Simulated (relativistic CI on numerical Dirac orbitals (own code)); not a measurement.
Zn6+: calculation against measurement

Calculated at this level of theory: Dirac-Coulomb-Breit CI, orbitals from a KLI potential per configuration, model QED (radiative potential, 1s self-energy scaled to tabulated hydrogen-like ionisation energies), valence Slater integrals scaled by 0.9, P86 correlation estimate, and configurations built on the next ion tied to the tabulated ionisation energy (semi-empirical) (own radial code, finite nucleus).

Configurations in the expansion (outside the closed core [Ne]): 3s2 3p6 3d6, 3s2 3p6 3d5 4s, 3s2 3p6 3d5 4p, 3s2 3p6 3d5 4d, 3s2 3p6 3d5 5s, 3s2 3p6 3d5 4f, 3s2 3p5 3d7, 3s2 3p4 3d8, 3s 3p6 3d7, 3s2 3p6 3d5 5p, 3s2 3p6 3d5 5d, 3s2 3p6 3d4 4s2, 3s2 3p6 3d5 5f, 3s2 3p6 3d5 5g, 3s2 3p6 3d4 4s 4p, 3p6 3d8, 3s2 3p5 3d6 4s, 3s2 3p6 3d4 4p2, 3s2 3p6 3d4 4s 4d, 3s2 3p5 3d6 4p, 3s2 3p6 3d4 4p 4d. Levels of other configurations are missing.

```
 Configuration  Term (tabulated)  J  Measured (cm⁻¹)  Computed   Error  Purity (%)
   3s2 3p6 3d6                5D  4              0.0         0       0          99
   3s2 3p6 3d6                5D  3           1567.0      1547     -20          99
   3s2 3p6 3d6                5D  2           2579.0      2534     -45          99
   3s2 3p6 3d6                5D  1           3230.0      3161     -69          99
   3s2 3p6 3d6               3P2  2          32319.0     29557   -2762          98
   3s2 3p6 3d6                3H  6          33630.0     34209     579          99
   3s2 3p6 3d6              3H †  5          34358.0     34873     515          93
   3s2 3p6 3d6              3H †  4          34559.0     35861    1302          75
   3s2 3p6 3d6               3F2  4          36364.0     34026   -2338          68
   3s2 3p6 3d6               3P2  1          36747.0     33958   -2789          98
   3s2 3p6 3d6               3F2  3          36953.0     35469   -1484          95
   3s2 3p6 3d6               3F2  2          37536.0     36021   -1515          98
   3s2 3p6 3d6                3G  5          41450.0     41222    -228          92
   3s2 3p6 3d6                3G  4          42875.0     42529    -346          91
   3s2 3p6 3d6                3G  3          43405.0     43039    -366          95
   3s2 3p6 3d6                1I  6          51469.0     52214     745          99
   3s2 3p6 3d6                3D  2          51684.0     50092   -1592          94
   3s2 3p6 3d6                3D  1          51908.0     50368   -1540          99
   3s2 3p6 3d6                3D  3          52228.0     50701   -1527          99
   3s2 3p6 3d6               1G2  4          52978.0     50872   -2106          95
   3s2 3p6 3d6               1D2  2          60829.0     58280   -2549          93
   3s2 3p6 3d6                1F  3          71841.0     70194   -1647          96
   3s2 3p6 3d6               3P1  1          83723.0     80338   -3385          99
   3s2 3p6 3d6               3F1  2          85431.0     82359   -3072          99
   3s2 3p6 3d6               3F1  4          85493.0     82499   -2994          98
   3s2 3p6 3d6               3F1  3          85894.0     82879   -3015          96
   3s2 3p6 3d6               3P1  2          86502.0     83101   -3401          99
   3s2 3p6 3d6               1G1  4          96864.0     94146   -2718          98
   3s2 3p6 3d6               1D1  2         129380.0    125243   -4137          99
3s2 3p6 3d5 4p               5P°  3         468437.0    460761   -7676          96
3s2 3p6 3d5 4p               5P°  2         469602.0    461874   -7728          98
3s2 3p6 3d5 4p               5P°  1         470310.0    462547   -7763          99
3s2 3p6 3d5 4p               5F°  5         507704.0    499037   -8667          73
3s2 3p6 3d5 4p               5F°  4         508903.0    500404   -8499          70
3s2 3p6 3d5 4p               5H°  5         508927.0    500457   -8470          59
3s2 3p6 3d5 4p               5P°  3         512025.0    505637   -6388          67
3s2 3p6 3d5 4p               5P°  1         513017.0    506752   -6265          80
3s2 3p6 3d5 4p               3F°  3         513590.0    504880   -8710          82
3s2 3p6 3d5 4p               3F°  4         514001.0    505187   -8814          71
3s2 3p6 3d5 4p               3H°  6         514596.0    506370   -8226          92
3s2 3p6 3d5 4p               3H°  5         515395.0    507156   -8239          94
3s2 3p6 3d5 4p               3H°  4         515818.0    507585   -8233          96
3s2 3p6 3d5 4p               5F°  3         516964.0    510457   -6507          79
3s2 3p6 3d5 4p               5F°  4         517872.0    511486   -6386          77
3s2 3p6 3d5 4p               5F°  5         518826.0    512336   -6490          78
3s2 3p6 3d5 4p               5D°  3         519203.0    512656   -6547          71
3s2 3p6 3d5 4p               5D°  4         519689.0    512985   -6704          91
3s2 3p6 3d5 4p               5D°  2         520079.0    513586   -6493          72
3s2 3p6 3d5 4p               3G°  3         520746.0    512423   -8323          91
3s2 3p6 3d5 4p               3D°  3         520862.0    514932   -5930          58
3s2 3p6 3d5 4p               3G°  4         520903.0    512551   -8352          94
3s2 3p6 3d5 4p               5D°  1         520937.0    514445   -6492          61
3s2 3p6 3d5 4p               3G°  5         520975.0    512586   -8389          76
3s2 3p6 3d5 4p               3D°  2         524785.0    517829   -6956          77
3s2 3p6 3d5 4p               3F°  4         525452.0    519169   -6283          86
3s2 3p6 3d5 4p               3F°  3         526611.0    520380   -6231          71
3s2 3p6 3d5 4p               3F°  2         526728.0    520479   -6249          80
3s2 3p6 3d5 4p               3S°  1         528902.0    522772   -6130          83
3s2 3p6 3d5 4p               3F°  3         533367.0    527281   -6086          64
3s2 3p6 3d5 4p               3H°  4         535706.0    525591  -10115          95
```

Measured levels from Sugar and Musgrove, J. Phys. Chem. Ref. Data 24, 1803 (1995); pairs were made by configuration, J and term (by order where the table uses no LS term), so strongly mixed levels may be paired wrongly.

Mean error by configuration (cm⁻¹): 3s2 3p6 3d6 -1705; 3s2 3p6 3d5 4p -7366. Over the excited levels the mean absolute error is 4830 cm⁻¹ (59 of the 66 excited levels that our extract of the source holds in range could be paired, and the others can miss by more), and the median relative error of those above 1,000 cm⁻¹ is 1.6 %. Some levels of the ground configuration have no partner. † marks terms whose computed intervals miss the measured ones by more than a factor of 2.5, or configurations far off the rest, from wrong mixing, a near crossing or a doubtful label or measurement; they are left out of the means.
